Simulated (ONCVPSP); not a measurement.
**How hard is this hafnium ONCV potential?**

hafnium (Hf), optimised norm-conserving Vanderbilt (ONCV), made with ONCVPSP 4.0.1 (PBE, scalar-relativistic). Core [Kr] 4d10 4f14, reference 5s2 5p6 5d2 6s1.75 6p0.25. Waves: 5s+6s: rc 1.70 bohr, ncon 4, nbas 8, qcut 9.1 1/bohr, 2 projectors; 5p+6p: rc 2.10 bohr, ncon 3, nbas 7, qcut 6.2 1/bohr, 2 projectors; 5d: rc 3.20 bohr, ncon 3, nbas 7, qcut 4.9 1/bohr, 1 projector. Local part: polynomial inside 1.60 bohr (lpopt 5, dvloc0 6 Ha). Core correction: Teter function, fcfact 4.75, rcfact 1.25.

**Question.** For each optimised wave give the share of its norm inside rc, the residual kinetic energy above qcut (Ha) and the cutoffs (Ha) for errors of 10, 1, 0.1 and 0.01 mHa per electron.

**Answer.**

```
wave  norm inside rc  residual KE  10 mHa  1 mHa  0.1 mHa  0.01 mHa
  5s           0.922      3.0e-08    18.8   24.3     28.8      32.7
  6s           0.048      6.0e-09    14.5   21.2     26.8      31.3
  5p           0.930      1.1e-07     8.0   10.4     12.5      14.2
  6p           0.028      1.3e-07     5.0    7.7      9.8      11.5
  5d           0.775      2.2e-07     6.2    7.9      9.2      10.5
```

The occupied waves need 24 Ha and 29 Ha for 1 and 0.1 mHa. Note: ghosts flagged at negative energy: s at -220.4 eV; no localised positive-energy state flagged. A true bound ghost makes a file unfit for plane-wave use.
